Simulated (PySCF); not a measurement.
```xyz
3
charge 0 multiplicity 1, angstrom
Pd    0.0000    0.0000   -0.5744
Cl    1.6481    0.0000    0.8804
Cl   -1.6481    0.0000    0.8804
```

All numbers come from PBE0 in PySCF with Pd def2-SVP with ECP28, Cl def2-SVP; scalar-relativistic core potentials, no spin–orbit coupling; density-fitted integrals.

This geometry of PdCl₂ is a stationary point at this level.

(1) What is the point group?

(2) Is it a minimum?

(3) Give the ideal-gas entropy at 298.15 K and 1 bar by parts.

(4) What is the atomisation energy, with and without zero-point energy?

## Answers

(1) C2v.

(2) Yes: all harmonic wavenumbers are real.

(3) translation 173.3, rotation 106.7, vibration 22.3, spin 0.0; total 302.2 J/(mol K).

(4) 491 kJ/mol without, 485 kJ/mol with.

Other isomers or separated fragments may lie lower. At this level a triplet minimum of D∞h symmetry lies 22 kJ/mol below this structure.
